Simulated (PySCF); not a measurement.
Species: cis-Hf(H2O)2Cl4 (singlet state).
Cartesian coordinates in Å at the PBE0-D3(BJ)/def2-SVP level; atoms count from 1:
```xyz
11
Cl4H4HfO2 angstrom
Hf    -0.5896   -0.1262   -0.5902
O     -0.4347    0.1102    1.7094
H     -0.5953   -0.6778    2.2459
H     -0.8372    0.8796    2.1334
Cl    -0.3362   -0.3654   -2.9235
O      1.7099    0.1433   -0.4490
H      2.0784    0.9633   -0.8046
H      2.2768   -0.5988   -0.6981
Cl    -2.9233   -0.3572   -0.3381
Cl    -0.3672    2.2660   -0.3614
Cl     0.1166   -2.3224    0.1072
```

The calculation used PBE0-D3(BJ)/def2-SVP geometry optimisation, gas phase, def2 core potentials past Kr in PySCF.

**Question.** Which atoms are bound to Hf1, and at what distances?

**Answer.** 6 atoms: O2 2.317 Å, O6 2.320 Å, Cl9 2.359 Å, Cl5 2.359 Å, Cl11 2.410 Å, Cl10 2.413 Å. The nearest atom not counted as bound is H3, at 2.89 Å (others tie with it).

**Question.** List the angles at Hf1.

**Answer.** 
| angle | degrees | distance of the outer atoms (Å) |
| --- | --- | --- |
| O6–Hf1–Cl9 | 170.3 | 4.66 |
| O2–Hf1–Cl5 | 170.0 | 4.66 |
| Cl10–Hf1–Cl11 | 148.1 | 4.64 |
| Cl5–Hf1–Cl9 | 101.7 | 3.66 |
| Cl5–Hf1–Cl10 | 100.6 | 3.67 |
| Cl9–Hf1–Cl10 | 100.3 | 3.66 |
| Cl9–Hf1–Cl11 | 99.8 | 3.65 |
| Cl5–Hf1–Cl11 | 99.3 | 3.64 |
| O2–Hf1–Cl9 | 88.3 | 3.26 |
| Cl5–Hf1–O6 | 88.0 | 3.25 |
| O2–Hf1–O6 | 82.0 | 3.04 |
| O2–Hf1–Cl10 | 78.4 | 2.99 |
| O6–Hf1–Cl11 | 78.3 | 2.99 |
| O6–Hf1–Cl10 | 77.7 | 2.97 |
| O2–Hf1–Cl11 | 77.7 | 2.96 |

**Question.** Describe the arrangement about Hf1 in numbers.

**Answer.** The three widest angles are 170.3°, 170.0° and 148.1°, the others run from 77.7° to 101.7°. The Hf–Cl distances aren't all alike: 2.359 to 2.413 Å.

**Question.** What are the other bond lengths?

**Answer.** O2–H3 and 3 like bonds 0.967 Å.

**Question.** What are the rotational constants (commonest isotopes, rigid rotor)?

**Answer.** A = 811.2, B = 747.0, C = 718.1 MHz: an asymmetric top.

Charge 0, singlet. Not checked by PBE0-D3(BJ)/def2-SVP frequencies.

Time: 6.4 min of wall time; peak memory 0.59 GiB. Hardware: Arm Neoverse V1, one thread, shared host with 32 logical CPUs at a one-minute load of 27. This is the geometry optimisation.
